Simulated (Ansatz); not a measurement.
**Question.** Name a neutral molecule of C, Cl, F, In and H with HOMO energy (B3LYP/def2-TZVPP) between -7.70 and -7.40 eV and LUMO energy (PBE/def2-TZVPP) between -2.70 and -2.40 eV (Ansatz, PBE0-D4/def2-TZVP geometry).

**Answer.** `C[C](C)(C)[In]([F])[Cl]` (-7.59 eV, -2.53 eV). Other molecules can fit too; these were computed, each in one conformer that needn't be the lowest.

B3LYP here is the variant with VWN-RPA as its local correlation; programs differ in this.
